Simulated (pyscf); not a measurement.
## Ring closure: H₂C=CH–C(=CH₂)–CH₃ (SMILES C=CC(=C)C) → C₅H₈ (SMILES CC1=CCC1)

Gas phase, singlet surface, charge 0. Bonds broken: none. Bonds formed: C1–C5. Optimised with ωB97X-D3(BJ)/def2-SVP in PySCF.

Transition state (Å):

```xyz
13

C      1.0707     1.0668    -0.7166
C     -0.1960     0.4679    -0.9520
C     -0.7469     0.3017     0.3110
C     -2.1851     0.2478     0.7427
C      0.3877     0.3164     1.1744
H      1.1153     2.0240    -0.1933
H      1.9510     0.8626    -1.3485
H     -0.5846     0.1322    -1.9207
H     -2.8655     0.4107    -0.1059
H     -2.4368    -0.7181     1.2103
H     -2.3856     1.0313     1.4939
H      0.3358     0.7239     2.1990
H      1.1703    -0.4313     1.0328
```

One imaginary mode, 763i cm⁻¹; descent along it reached the two sides named, in the forms told below.

| bond | change | reactant side (Å) | saddle | product side |
|---|---|---|---|---|
| C1–C5 | forms | 3.0 | 2.146 | 1.564 |

Electronic energies relative to the reactant's lowest minimum found (kcal/mol):

| level | barrier | reaction energy | reverse barrier |
|---|---|---|---|
| ωB97X-D3(BJ)/def2-TZVP | 47.4 | +6.9 | 40.5 |
| PBE/def2-TZVP | 41.3 | +7.2 | 34.1 |
| r²SCAN/def2-TZVP | 45.2 | +9.6 | 35.6 |
| B3LYP-D3(BJ)/def2-TZVP | 47.0 | +12.4 | 34.6 |
| PBE0-D3(BJ)/def2-TZVP | 44.4 | +5.7 | 38.6 |
| M06-2X/def2-TZVP | 47.5 | +9.1 | 38.5 |
| ωB97M-D3(BJ)/def2-TZVP | 46.7 | +8.8 | 37.9 |
| HF/def2-TZVP | 59.1 | +12.1 | 47.0 |

With ωB97M-D3(BJ)/def2-TZVP energies and thermal terms (ideal gas, 1 atm, RRHO with modes under 100 cm⁻¹ raised to 100, one conformer, R ln 2 for chiral ones without a mode under 150 cm⁻¹), in kcal/mol:

```
T (K)   ΔH‡   ΔG‡    ΔH     ΔG
-----  ----  ----  ----  -----
298    45.3  45.7  +9.2   +9.9
600    44.7  46.4  +8.8  +10.7
900    44.3  47.3  +8.6  +11.7
1200   43.8  48.4  +8.5  +12.8
```

On the reactant side the descent ends in a point that may be a rotor saddle (no frequency run), 2.6 kcal/mol over the lowest minimum found and 44.8 kcal/mol under the saddle at ωB97X-D3(BJ)/def2-TZVP. H₂C=CH–C(=CH₂)–CH₃ lies 12.0 kcal/mol over its isomer cyclic C₅H₈ (SMILES C1=CCCC1) (electronic energy, ωB97M-D3(BJ)/def2-TZVP). cyclic C₅H₈ (SMILES CC1=CCC1) lies 20.8 kcal/mol over its isomer cyclic C₅H₈ (SMILES C1=CCCC1) (electronic energy, ωB97M-D3(BJ)/def2-TZVP). This is the saddle that the search found; another between the same sides may lie lower.
